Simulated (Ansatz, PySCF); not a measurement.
Pulling on the N2–H5 bond in aminoborane (SMILES BN) (multiplicity 1 held, fragments rigid). Energies count from the point at 1.007 Å.
Geometry at that point (charge 0, multiplicity 1):
```json
[
 {"atom": "B", "x (Å)": "-0.7760", "y (Å)": "0.0448", "z (Å)": "-0.0030"},
 {"atom": "N", "x (Å)": "0.6093", "y (Å)": "-0.0352", "z (Å)": "0.0024"},
 {"atom": "H", "x (Å)": "-1.4138", "y (Å)": "-0.9629", "z (Å)": "-0.0311"},
 {"atom": "H", "x (Å)": "-1.2939", "y (Å)": "1.1191", "z (Å)": "0.0205"},
 {"atom": "H", "x (Å)": "1.2097", "y (Å)": "0.7728", "z (Å)": "0.0253"},
 {"atom": "H", "x (Å)": "1.1130", "y (Å)": "-0.9068", "z (Å)": "-0.0162"}
]
```

R- and RO- levels are restricted; in cc, def2 and unpolarised 6-31G sets they are followed outwards from rest. U- levels take the lowest unrestricted solution at each point, which mixes spins at long bonds. Curves can end on different states.

Rows in 6-31G* carry no dispersion term and start afresh at each structure (6-31G* with six Cartesian d functions). MP2/6-31G* freezes PySCF's default core.

The values were computed with Ansatz (a program for electronic structure); PySCF for 6-31G* rows. Each number belongs to the level named beside it.

### Question
One of these levels gives 146.92 kcal/mol for the energy at R = 3.222 Å. Which one is it?
A. R-MP2/6-31G*
B. R-HF/cc-pVTZ
C. U-PBE/cc-pVTZ

### Answer
A, R-MP2/6-31G*. The others give 217.10 (R-HF/cc-pVTZ), 121.92 (U-PBE/cc-pVTZ)

Doubts at one or more of the structures used: a restricted determinant that unrestricted orbitals would lower (R-HF/cc-pVTZ, R-MP2/6-31G*); a spin-contaminated determinant (U-PBE/cc-pVTZ).
